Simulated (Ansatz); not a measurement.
Cartesian coordinates (Å):
SMILES: O[SiH2]C=S
```xyz
8

O     -1.3827     0.9905     0.2812
Si    -0.6616    -0.4588     0.0607
C      1.1814    -0.1453    -0.1860
S      1.7589     1.3610    -0.1460
H     -0.7504     1.7221     0.2480
H     -0.8345    -1.3429     1.2424
H     -1.1864    -1.1539    -1.1432
H      1.8753    -0.9726    -0.3570
```
Charge 0, multiplicity 1.

Method: frozen-core CCSD(T)/def2-TZVPP // PBE0-D4/def2-TZVP (Ansatz, a quantum-chemistry and plane-wave program). The restricted HF reference is unstable towards unrestricted orbitals.

The HF energy comes out as -801.61612 Ha. The MP2 correlation energy is -0.69190 Ha.

Estimate the CCSD correlation energy, the (T) correction, the total energy and the T1 diagnostic.


- CCSD correlation energy = -0.72930 Ha
- (T) correction = -0.03274 Ha
- CCSD(T) total energy = -802.37816 Ha
- T1 diagnostic = 0.015
